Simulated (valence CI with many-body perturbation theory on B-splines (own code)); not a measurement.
**E1 line list for Sb XXXVIII**

Computed by valence CI with perturbative core correlation (CI+MBPT): four valence electrons over a frozen Dirac-Fock core [Ne], radial functions for each j: 11 s, 11 p, 9 d, 7 f, 5 g, 2 h, 1 i, with the one-electron correlation potential Σ1 (screened to all orders), the two-electron term Σ2, the three-electron term Σ3, Breit, model QED; selected single and double excitations, second order for the rest (own B-spline code, finite nucleus).

The last digits are not significant, and no measured levels were compared; by estimate large intervals hold to a few tenths of a per cent, small ones and those within an open d or f shell to about a per cent.

Lines 201 to 227 of 227 in falling wavelength, among levels below 3301.8 × 10³ cm⁻¹, chosen from the strongest by gf and those to the six lowest levels. Wavelengths and rates use the calculated energies. Electric multipoles are in the length gauge, E1 and E2 with the static RPA response of the core. Weak lines are less certain than strong ones. Lines between different terms over intervals too small for the method are left out, as are lines whose strength nearly cancels. The highest levels of a list are the least certain.

Levels are named by their leading jj configuration (3d3/2^4 stands for four electrons in 3d with j = 3/2), which in mixed levels can hold well under half, so a name can repeat and another be missing. Letters in brackets count levels of one name in rising energy.

```
λ vac (nm)                           Upper                   Lower   A (s⁻¹)  log gf  Branch %
     5.658  (3s 3p1/2 3p3/2 3d3/2) J=2 [e]  (3s 3p1/2^2 3p3/2) J=1  2.00e+11   -0.32      43.2
     5.609  (3s 3p1/2 3p3/2 3d3/2) J=1 [c]  (3s 3p1/2^2 3p3/2) J=2  2.58e+08   -3.44       0.1
     5.549  (3s 3p1/2 3p3/2 3d5/2) J=2 [b]  (3s 3p1/2^2 3p3/2) J=2  3.56e+10   -1.09      19.1
     5.442      (3s 3p1/2 3p3/2 3d5/2) J=0  (3s 3p1/2^2 3p3/2) J=1  1.19e+11   -1.28      39.7
     5.427  (3s 3p1/2 3p3/2 3d5/2) J=3 [c]  (3s 3p1/2^2 3p3/2) J=2  8.06e+10   -0.60      36.0
     5.409      (3s 3p1/2 3p3/2^2) J=1 [a]      (3s^2 3p1/2^2) J=0  3.89e+10   -1.29      31.1
     5.374  (3s 3p1/2 3p3/2 3d3/2) J=1 [d]  (3s 3p1/2^2 3p3/2) J=2  8.78e+07   -3.94       0.0
     5.345          (3s^2 3p3/2 3d5/2) J=3  (3s^2 3p1/2 3p3/2) J=2  1.63e+10   -1.31       7.2
     5.324          (3s^2 3p3/2 3d5/2) J=1  (3s^2 3p1/2 3p3/2) J=2  1.04e+10   -1.88       6.1
     5.290  (3s 3p1/2 3p3/2 3d5/2) J=3 [d]  (3s 3p1/2^2 3p3/2) J=2  1.82e+09   -2.27       1.0
     5.252  (3s 3p1/2 3p3/2 3d5/2) J=1 [b]  (3s 3p1/2^2 3p3/2) J=2  4.14e+09   -2.29       3.6
     5.236                (3s 3p3/2^3) J=2  (3s^2 3p1/2 3p3/2) J=2  7.85e+08   -2.79       0.3
     5.217  (3s 3p1/2 3p3/2 3d3/2) J=2 [e]  (3s 3p1/2^2 3p3/2) J=2  5.76e+09   -1.93       1.2
     5.192          (3s^2 3p3/2 3d5/2) J=1  (3s^2 3p1/2 3p3/2) J=1  3.02e+08   -3.44       0.2
     5.175      (3s 3p1/2 3p3/2^2) J=1 [b]      (3s^2 3p1/2^2) J=0  5.90e+08   -3.15       0.2
     5.108                (3s 3p3/2^3) J=2  (3s^2 3p1/2 3p3/2) J=1  1.41e+09   -2.56       0.5
     5.082  (3s 3p1/2 3p3/2 3d5/2) J=1 [c]  (3s 3p1/2^2 3p3/2) J=2  8.78e+08   -2.99       0.5
     5.061  (3s 3p1/2 3p3/2 3d5/2) J=2 [c]  (3s 3p1/2^2 3p3/2) J=2  4.45e+08   -3.07       0.2
     5.053  (3s 3p1/2 3p3/2 3d5/2) J=3 [e]  (3s 3p1/2^2 3p3/2) J=2  1.03e+10   -1.56       3.8
     4.945  (3s 3p1/2 3p3/2 3d5/2) J=2 [d]  (3s 3p1/2^2 3p3/2) J=2  9.76e+09   -1.75       2.6
     4.925                (3s 3p3/2^3) J=1  (3s^2 3p1/2 3p3/2) J=2  2.12e+08   -3.64       0.0
     4.866             (3p1/2 3p3/2^3) J=2  (3s 3p1/2^2 3p3/2) J=2  4.52e+09   -2.10       1.5
     4.812                (3s 3p3/2^3) J=1  (3s^2 3p1/2 3p3/2) J=1  4.41e+08   -3.34       0.1
     4.771             (3p1/2 3p3/2^3) J=1  (3s 3p1/2^2 3p3/2) J=2  1.78e+09   -2.74       0.4
     4.572          (3s^2 3p3/2 3d3/2) J=1      (3s^2 3p1/2^2) J=0  1.10e+08   -3.99       0.0
     4.215          (3s^2 3p3/2 3d5/2) J=1      (3s^2 3p1/2^2) J=0  1.19e+09   -3.02       0.7
     3.961                (3s 3p3/2^3) J=1      (3s^2 3p1/2^2) J=0  4.90e+08   -3.46       0.1
```

How does gf follow from A for the line at 4.925 nm?

gf = 1.4992 × (2J+1)_upper × A / σ², with σ = 2030461 cm⁻¹ and 2J+1 = 3: gf = 0.000231.
